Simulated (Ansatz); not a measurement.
Born–Oppenheimer molecular dynamics of Cl$_{3}$H$_{3}$HfOSi (9 atoms, charge 0, multiplicity 1). It starts from a relaxed structure.

Method: RHF/def2-SVP (Ansatz 0.2.0).

```
ensemble                      : NVE (velocity Verlet)
time step                     : 0.5 fs
steps asked                   : 250
starting velocities drawn for : 300 K
seed                          : 37458
```

First frame:

```xyz
9
Properties=species:S:1:pos:R:3
Hf -0.111 -0.041 -0.202
O -0.785 -0.242 1.576
Si -1.367 -0.416 3.128
H -2.577 -1.260 3.093
H -0.327 -1.056 3.959
H -1.696 0.918 3.667
Cl 2.258 0.051 -0.099
Cl -0.981 1.972 -1.110
Cl -0.815 -1.906 -1.488
```

Problem. How far do the bonds stretch over the last three quarters of this one trajectory? (Pairs bonded in most of those frames.)

Solution. 
```
   bond  mean (Å)  spread (Å)  shortest  longest
 Hf1–O2     1.920       0.044      1.85     1.99
Hf1–Cl7     2.376       0.039      2.32     2.43
Hf1–Cl8     2.374       0.017      2.35     2.40
Hf1–Cl9     2.372       0.029      2.33     2.41
 O2–Si3     1.674       0.038      1.59     1.74
 Si3–H4     1.481       0.040      1.42     1.54
 Si3–H5     1.477       0.016      1.45     1.50
 Si3–H6     1.478       0.024      1.44     1.51
```

Mean temperature of the second half: 142 K. The conserved energy stayed within 0.08 meV per atom of its start (net change 0.048 meV per atom), so the integration is sound. The temperature averaged 0.47 of the 300 K drawn at the start: a run that starts near a minimum puts about half its kinetic energy into the potential. A run of 0.12 ps of so small a system gives no equilibrium averages.

The run took 5.7 min on 4 threads of Arm Neoverse V2 (shared host), peak memory 0.35 GiB.
